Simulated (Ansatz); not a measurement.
## Nudged elastic band run: C4H10AlN

Input:

```yaml
crystal:
  periodic: [false, false, false]
  atoms:
    - { symbol: "N", position_ang: [0.520847, -1.156617, 1.139768] }
    - { symbol: C, position_ang: [0.194911, -0.041073, 0.163994] }
    - { symbol: Al, position_ang: [1.893031, 0.33032, 1.085025] }
    - { symbol: C, position_ang: [-0.101982, -0.395184, -1.293696] }
    - { symbol: C, position_ang: [-1.113516, 0.771427, -1.282993] }
    - { symbol: C, position_ang: [-1.167735, 0.647257, 0.255126] }
    - { symbol: H, position_ang: [0.659064, -2.05704, 0.688194] }
    - { symbol: H, position_ang: [-0.168137, -1.25665, 1.881009] }
    - { symbol: H, position_ang: [1.843854, 1.190095, 2.430019] }
    - { symbol: H, position_ang: [3.244147, -0.179782, 0.403063] }
    - { symbol: H, position_ang: [0.715718, -0.372655, -2.020842] }
    - { symbol: H, position_ang: [-0.630313, -1.358124, -1.381816] }
    - { symbol: H, position_ang: [-0.642867, 1.709259, -1.590531] }
    - { symbol: H, position_ang: [-2.046824, 0.641135, -1.837271] }
    - { symbol: H, position_ang: [-1.260678, 1.560306, 0.85147] }
    - { symbol: H, position_ang: [-1.962424, -0.055275, 0.55368] }
basis:
  gaussian: { orbitals: "6-31G*" }
hamiltonian:
  xc: pbe0
  dispersion: d4
neb:
  order_check: false
  images: 6
  f_tol: 0.05
  max_iterations: 23
  climbing: false
  final_atoms:
    - { symbol: "N", position_ang: [0.52130083, -1.15700409, 1.14084566] }
    - { symbol: C, position_ang: [0.19731611, -0.04678826, 0.15838182] }
    - { symbol: Al, position_ang: [1.88728719, 0.33561087, 1.08955792] }
    - { symbol: C, position_ang: [-0.10814858, -0.40275543, -1.29645312] }
    - { symbol: C, position_ang: [-1.11033853, 0.77204426, -1.28433804] }
    - { symbol: C, position_ang: [-1.16087698, 0.64933134, 0.25427114] }
    - { symbol: H, position_ang: [0.68259335, -2.05445603, 0.69068707] }
    - { symbol: H, position_ang: [-0.17873089, -1.26882566, 1.87015508] }
    - { symbol: H, position_ang: [3.24689537, -0.1808725, 0.42904325] }
    - { symbol: H, position_ang: [1.82352833, 1.21204599, 2.42320604] }
    - { symbol: H, position_ang: [0.70656927, -0.38865489, -2.02714377] }
    - { symbol: H, position_ang: [-0.64504514, -1.36129394, -1.38006222] }
    - { symbol: H, position_ang: [-0.63333271, 1.70595237, -1.5940334] }
    - { symbol: H, position_ang: [-2.04625576, 0.64839204, -1.83573567] }
    - { symbol: H, position_ang: [-1.24675794, 1.56320615, 0.8503852] }
    - { symbol: H, position_ang: [-1.95890791, -0.04853322, 0.55543205] }
  initial_path:
    images:
      - { positions_ang: [[0.520847, -1.156617, 1.139768], [0.194911, -0.041073, 0.163994], [1.893031, 0.33032, 1.085025], [-0.101982, -0.395184, -1.293696], [-1.113516, 0.771427, -1.282993], [-1.167735, 0.647257, 0.255126], [0.659064, -2.05704, 0.688194], [-0.168137, -1.25665, 1.881009], [1.843854, 1.190095, 2.430019], [3.244147, -0.179782, 0.403063], [0.715718, -0.372655, -2.020842], [-0.630313, -1.358124, -1.381816], [-0.642867, 1.709259, -1.590531], [-2.046824, 0.641135, -1.837271], [-1.260678, 1.560306, 0.85147], [-1.962424, -0.055275, 0.55368]] }
      - { positions_ang: [[0.31538255, -1.22611721, 1.16769597], [0.18509782, -0.08993946, 0.23163361], [1.89991947, 0.38714886, 1.05664352], [-0.03738237, -0.41954381, -1.23948037], [-1.09815052, 0.70538819, -1.26576217], [-1.10361162, 0.7073231, 0.26319258], [0.60509367, -2.07663159, 0.79921809], [-0.44433721, -1.38318711, 1.59910152], [2.19516794, 0.72044743, 2.20859675], [2.96775235, 0.4649817, 0.51682963], [0.77948457, -0.32069385, -1.91854357], [-0.53248436, -1.40028532, -1.36623175], [-0.69450478, 1.63397601, -1.66578729], [-2.05271521, 0.48944542, -1.72888898], [-1.07307932, 1.64815861, 0.74554288], [-1.93453699, 0.13692803, 0.64043858]] }
      - { positions_ang: [[0.1099181, -1.29561743, 1.19562393], [0.17528465, -0.13880592, 0.29927321], [1.90680794, 0.44397772, 1.02826205], [0.02721725, -0.44390361, -1.18526474], [-1.08278504, 0.63934937, -1.24853134], [-1.03948824, 0.7673892, 0.27125915], [0.55112335, -2.09622319, 0.91024217], [-0.72053743, -1.50972421, 1.31719405], [2.54648188, 0.25079985, 1.9871745], [2.6913577, 1.1097454, 0.63059627], [0.84325115, -0.2687327, -1.81624514], [-0.43465572, -1.44244664, -1.3506475], [-0.74614255, 1.55869302, -1.74104357], [-2.05860642, 0.33775584, -1.62050696], [-0.88548064, 1.73601123, 0.63961576], [-1.90664999, 0.32913107, 0.72719717]] }
      - { positions_ang: [[-0.09554635, -1.36511764, 1.2235519], [0.16547147, -0.18767238, 0.36691282], [1.91369641, 0.50080659, 0.99988057], [0.09181688, -0.46826342, -1.13104911], [-1.06741955, 0.57331056, -1.23130051], [-0.97536486, 0.8274553, 0.27932573], [0.49715302, -2.11581478, 1.02126626], [-0.99673764, -1.63626132, 1.03528657], [2.89779582, -0.21884772, 1.76575224], [2.41496304, 1.75450909, 0.7443629], [0.90701772, -0.21677156, -1.71394671], [-0.33682708, -1.48460796, -1.33506324], [-0.79778033, 1.48341003, -1.81629986], [-2.06449763, 0.18606626, -1.51212494], [-0.69788195, 1.82386384, 0.53368864], [-1.87876298, 0.5213341, 0.81395575]] }
      - { positions_ang: [[-0.09548151, -1.36517294, 1.22370585], [0.16581505, -0.18848884, 0.36611108], [1.91287587, 0.50156243, 1.00052813], [0.09093594, -0.46934505, -1.13144299], [-1.06696563, 0.57339874, -1.23149266], [-0.97438514, 0.82775163, 0.2792036], [0.50051436, -2.11544564, 1.02162241], [-0.99825105, -1.6380007, 1.03373601], [3.0982303, -0.41470022, 1.47989856], [2.21201752, 1.95334166, 1.03295476], [0.90571076, -0.21905725, -1.71484697], [-0.33893167, -1.48506081, -1.3348127], [-0.79641829, 1.48293765, -1.8168002], [-2.06441645, 0.18710298, -1.5119056], [-0.69589337, 1.82427815, 0.53353367], [-1.87826068, 0.52229721, 0.81420604]] }
      - { positions_ang: [[0.1101126, -1.29578332, 1.19608579], [0.17631541, -0.14125532, 0.29686799], [1.90434631, 0.44624524, 1.03020473], [0.02457443, -0.44714851, -1.18644636], [-1.08142326, 0.63961392, -1.24910779], [-1.03654909, 0.7682782, 0.27089278], [0.56120736, -2.09511577, 0.91131063], [-0.72507766, -1.51494235, 1.31254237], [3.14778532, -0.33675764, 1.12961346], [2.08252112, 1.7062431, 1.49637186], [0.83933026, -0.2755898, -1.8189459], [-0.44096949, -1.44380519, -1.34989588], [-0.74205643, 1.55727589, -1.7425446], [-2.05836289, 0.340866, -1.61984896], [-0.87951489, 1.73725415, 0.63915084], [-1.90514309, 0.3320204, 0.72794804]] }
      - { positions_ang: [[0.31570672, -1.22639371, 1.16846572], [0.18681576, -0.09402179, 0.22762491], [1.89581675, 0.39092806, 1.05988133], [-0.04178707, -0.42495197, -1.24144974], [-1.0958809, 0.70582909, -1.26672292], [-1.09871304, 0.70880477, 0.26258196], [0.62190035, -2.0747859, 0.80099885], [-0.45190428, -1.391884, 1.59134872], [3.19734035, -0.25881507, 0.77932835], [1.95302472, 1.45914454, 1.95978895], [0.77294977, -0.33212235, -1.92304483], [-0.54300732, -1.40254957, -1.36497905], [-0.68769457, 1.63161413, -1.668289], [-2.05230932, 0.49462902, -1.72779231], [-1.06313642, 1.65023015, 0.74476802], [-1.9320255, 0.14174359, 0.64169004]] }
      - { positions_ang: [[0.52130083, -1.15700409, 1.14084566], [0.19731611, -0.04678826, 0.15838182], [1.88728719, 0.33561087, 1.08955792], [-0.10814858, -0.40275543, -1.29645312], [-1.11033853, 0.77204426, -1.28433804], [-1.16087698, 0.64933134, 0.25427114], [0.68259335, -2.05445603, 0.69068707], [-0.17873089, -1.26882566, 1.87015508], [3.24689537, -0.1808725, 0.42904325], [1.82352833, 1.21204599, 2.42320604], [0.70656927, -0.38865489, -2.02714377], [-0.64504514, -1.36129394, -1.38006222], [-0.63333271, 1.70595237, -1.5940334], [-2.04625576, 0.64839204, -1.83573567], [-1.24675794, 1.56320615, 0.8503852], [-1.95890791, -0.04853322, 0.55543205]] }
```

Launched with:

```bash
$ ansatz run input.yaml --threads 2 --pin off --max-ram 3072MiB --backend cpu --events-out ev --progress --plain --runs-dir out
```

Output, in part (warnings, iteration lines, the closing report on the highest movable image, with atoms numbered from 0):

```
NEB end point (image 0): max|allowed force component| = 8.973e-3 eV/Å (the criterion of neb.relax_end_points is 1.000e-2)
NEB end point (image 7): max|allowed force component| = 8.750e-3 eV/Å (the criterion of neb.relax_end_points is 1.000e-2)
NEB iter   1: max|band force component| = 1.951e1 eV/Å  barrier→ = 8.2551 eV  barrier← = 8.2549 eV  Δτ_max = 0.1992 Å  (208 SCF iters)
NEB iter   2: max|band force component| = 7.606e0 eV/Å  barrier→ = 3.4152 eV  barrier← = 3.4151 eV  Δτ_max = 0.1999 Å  (168 SCF iters)
NEB iter   3: max|band force component| = 3.523e0 eV/Å  barrier→ = 1.8497 eV  barrier← = 1.8495 eV  Δτ_max = 0.2000 Å  (166 SCF iters)
NEB iter   4: max|band force component| = 1.797e0 eV/Å  barrier→ = 1.1954 eV  barrier← = 1.1953 eV  Δτ_max = 0.2000 Å  (165 SCF iters)
NEB iter   5: max|band force component| = 8.221e-1 eV/Å  barrier→ = 0.8872 eV  barrier← = 0.8871 eV  Δτ_max = 0.1977 Å  (163 SCF iters)
NEB iter   6: max|band force component| = 4.428e-1 eV/Å  barrier→ = 0.7410 eV  barrier← = 0.7409 eV  Δτ_max = 0.1869 Å  (163 SCF iters)
NEB iter   7: max|band force component| = 5.205e-1 eV/Å  barrier→ = 0.6736 eV  barrier← = 0.6735 eV  Δτ_max = 0.0942 Å  (163 SCF iters)
NEB iter   8: max|band force component| = 2.392e-1 eV/Å  barrier→ = 0.6525 eV  barrier← = 0.6524 eV  Δτ_max = 0.1846 Å  (163 SCF iters)
NEB iter   9: max|band force component| = 1.689e-1 eV/Å  barrier→ = 0.6728 eV  barrier← = 0.6727 eV  Δτ_max = 0.1767 Å  (165 SCF iters)
NEB iter  10: max|band force component| = 1.994e-1 eV/Å  barrier→ = 0.6691 eV  barrier← = 0.6690 eV  Δτ_max = 0.0889 Å  (162 SCF iters)
NEB iter  11: max|band force component| = 1.611e-1 eV/Å  barrier→ = 0.6549 eV  barrier← = 0.6548 eV  Δτ_max = 0.0892 Å  (149 SCF iters)
NEB iter  12: max|band force component| = 1.210e-1 eV/Å  barrier→ = 0.6399 eV  barrier← = 0.6398 eV  Δτ_max = 0.0894 Å  (148 SCF iters)
NEB iter  13: max|band force component| = 1.335e-1 eV/Å  barrier→ = 0.6258 eV  barrier← = 0.6257 eV  Δτ_max = 0.0447 Å  (144 SCF iters)
NEB iter  14: max|band force component| = 9.055e-2 eV/Å  barrier→ = 0.6187 eV  barrier← = 0.6185 eV  Δτ_max = 0.0446 Å  (131 SCF iters)
NEB iter  15: max|band force component| = 8.178e-2 eV/Å  barrier→ = 0.6102 eV  barrier← = 0.6101 eV  Δτ_max = 0.0446 Å  (130 SCF iters)
NEB iter  16: max|band force component| = 6.767e-2 eV/Å  barrier→ = 0.6038 eV  barrier← = 0.6037 eV  Δτ_max = 0.0893 Å  (130 SCF iters)
NEB iter  17: max|band force component| = 4.387e-2 eV/Å  barrier→ = 0.5937 eV  barrier← = 0.5935 eV  Δτ_max = 0.0000 Å  (302 SCF iters)
Total energy: -12386.19205043 eV, -455.1841621908 hartree
Atom 0 at     0.115059    -1.487148     1.244394 Å, force     0.007303    -0.004016     0.018909 eV/Å
Atom 1 at     0.198087    -0.371761     0.312291 Å, force    -0.042554     0.033101    -0.000159 eV/Å
Atom 2 at     1.809646     0.658058     0.829646 Å, force     0.014406     0.001124     0.006501 eV/Å
Atom 3 at    -0.125232    -0.536936    -1.196088 Å, force     0.005084     0.001211    -0.012182 eV/Å
Atom 4 at    -0.842029     0.823871    -1.141767 Å, force    -0.013224    -0.003922     0.012414 eV/Å
Atom 5 at    -0.991798     0.622995     0.379015 Å, force     0.008905     0.022638     0.006133 eV/Å
Atom 6 at     0.716222    -2.251150     0.946248 Å, force    -0.004694     0.002209     0.006434 eV/Å
Atom 7 at    -0.835560    -1.859880     1.269971 Å, force     0.014758    -0.035667    -0.036763 eV/Å
Atom 8 at     1.940171     1.140036     2.342532 Å, force    -0.002691     0.024990     0.000614 eV/Å
Atom 9 at     2.938479     1.080845    -0.228352 Å, force     0.020769    -0.026875    -0.003063 eV/Å
Atom 10 at     0.696326    -0.667127    -1.909920 Å, force    -0.002933    -0.000862     0.004833 eV/Å
Atom 11 at    -0.851665    -1.350205    -1.342470 Å, force    -0.002527    -0.001726     0.005707 eV/Å
Atom 12 at    -0.161573     1.650534    -1.380370 Å, force    -0.000702    -0.001377     0.000477 eV/Å
Atom 13 at    -1.753400     0.950600    -1.732011 Å, force    -0.003887     0.001995    -0.001015 eV/Å
Atom 14 at    -0.953374     1.496052     1.045066 Å, force    -0.002976    -0.006868    -0.003744 eV/Å
Atom 15 at    -1.922263     0.078615     0.606014 Å, force     0.004964    -0.005953    -0.005096 eV/Å
Dipole moment:    -0.218544    -0.236400    -0.253963 e Å
```

It converged. No image climbed, so the highest image needn't sit at the top of the path.

Final band (atoms are numbered from 1 in the order of the input):

```tsv
image	path coordinate (Å)	energy (kcal/mol)	dihedral C4–C2–Al3–H9 (°)
0	0.00	0.0	157
1	1.17	7.8	155
2	2.34	13.7	165
3	3.51	13.3	-164
4	4.68	12.3	-125
5	5.85	10.1	-93
6	7.03	2.2	-52
7	8.20	0.0	-21
```

Time of the run: 8.4 min on 2 threads of Intel(R) Xeon(R) Platinum 8259CL CPU @ 2.50GHz (Skylake/Cascade Lake), with other jobs on the host, peak memory 0.32 GiB.
